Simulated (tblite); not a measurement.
Compound: C5H5N2 (doublet state).
Z-matrix (Å and degrees, GFN2-xTB geometry), rows numbered from 1:
```
C 
C   1  1.2944
N   2  1.3270  1  145.89
C   3  1.3786  2  127.31  1  -102.39
C   4  1.3647  3  106.07  2  -174.01
N   5  1.3619  4  110.35  3     0.35
C   6  1.2984  5  106.14  4     0.09
H   1  1.0783  2  121.39  3  -177.03
H   1  1.0898  2  123.50  3     3.81
H   4  1.0702  3  121.72  2     6.62
H   5  1.0713  4  128.75  3  -179.62
H   7  1.0708  3  122.27  2    -6.32
```

Computed with GFN2-xTB (tblite): harmonic, unscaled wavenumbers at the GFN2-xTB geometry, gas phase. Errors from tens to a few hundred cm⁻¹ against measured bands are possible. One conformer, not necessarily the lowest. Open shells enter through the occupations alone, without spin polarisation, and single modes of such species can be off by tens of per cent.

Harmonic wavenumbers (cm⁻¹): 78.4, 134.5, 294.3, 328.9, 573.0, 595.6, 616.1, 627.7, 741.7, 758.6, 820.6, 863.9, 874.7, 955.2, 994.1, 1062.9, 1103.0, 1150.9, 1211.6, 1272.5, 1332.9, 1398.5, 1467.3, 1506.1, 1858.9, 2897.3, 3077.8, 3173.7, 3184.2, 3190.5.

A = 9103, B = 2028, C = 1702 MHz; mass 93.045 u (most abundant isotopes); point group C1, symmetry number 1; spin multiplicity 2.

**Question.** What is the zero-point energy?

**Answer.** ½Σν̃ = 19073 cm⁻¹ = 54.53 kcal/mol.

**Question.** What is S at 350 K and 1 bar for an ideal gas of classical rigid rotors and harmonic oscillators?

**Answer.** Translation 40.33, rotation 27.21, vibration 15.85, spin (R ln 2) 1.38: S = 84.8 cal/(mol K).

**Question.** And Cp and H(350 K) − H(0)?

**Answer.** Cp = 28.48 cal/(mol K), of which vibrations give 20.53 (their classical limit is 30 R = 59.6); H(350 K) − H(0) = 5.94 kcal/mol without the zero-point energy, 3.16 from vibrations.

**Question.** Blend soft modes into free rotors: weight 1/[1 + (100 cm⁻¹/ν̃)⁴] for the oscillator and the rest for a rotor with moment μB/(μ + B), μ = h/(8π²ν), B = 10⁻⁴⁴ kg m². What vibrational entropy results?

**Answer.** 15.03 cal/(mol K) in place of 15.85, which changes −T·S at 350 K by +0.29 kcal/mol.

**Question.** What must be added to the electronic energy to get the Gibbs energy at 350 K and 1 bar?

**Answer.** ZPE + [H(350 K) − H(0)] − T·S = 54.53 + 5.94 − 29.66 = 30.81 kcal/mol.

Hindered rotation and anharmonicity are outside this model. Other conformers, if any are populated, would add a mixing term that is left out. The structure is chiral; the term R ln 2 for an equal mix with its mirror image is left out.

Hardware: one thread of an Arm Neoverse V2, no GPU (shared host). Cost: 0.22 s. The figure is for the frequency step alone.
